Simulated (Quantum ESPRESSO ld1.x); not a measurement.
All-electron atom: W XXXIII in [Kr] 4d6. All-electron calculation, scalar-relativistic Kohn-Sham, LDA (Slater exchange, VWN5 correlation), spin-polarised, spherical densities, point nucleus; open shells are filled with parallel spins first. Program: ld1.x of Quantum ESPRESSO 7.5. Some entries of the table are withheld. Estimate them.

orbital  occ.  eigenvalue (hartree)  <r> (bohr)  r(max) (bohr)
1s up       1              -2597.25     0.01835          0.011
1s down     1              -2597.25     0.01835          0.011
2s up       1              -486.179     0.07761          0.066
2s down     1              -486.033     0.07761          0.066
2p up       3              -431.020     0.06947          0.054
2p down     3              -430.896     0.06946          0.054
3s up       1              -146.512      0.2001          0.185
3s down     1              -146.413      0.2000          0.185
3p up       3              -130.163      0.1999          0.183
3p down     3              -130.058      0.1998          0.183
3d up       5              -111.560      0.1807          0.149
3d down     5              -111.426      0.1807          0.149
4s up       1              -61.5407      0.4160          0.405
4s down     1              -61.2035      0.4162          0.405
4p up       3                   (1)         (2)          0.418
4p down     3                   (3)         (4)          0.418
4d up       5              -48.4843         (5)          0.415
4d down     1              -48.1531         (6)          0.415

Answer. 
(1) 4p up eigenvalue (hartree): -55.6447
(2) 4p up <r> (bohr): 0.4307
(3) 4p down eigenvalue (hartree): -55.3128
(4) 4p down <r> (bohr): 0.4311
(5) 4d up <r> (bohr): 0.4338
(6) 4d down <r> (bohr): 0.4343
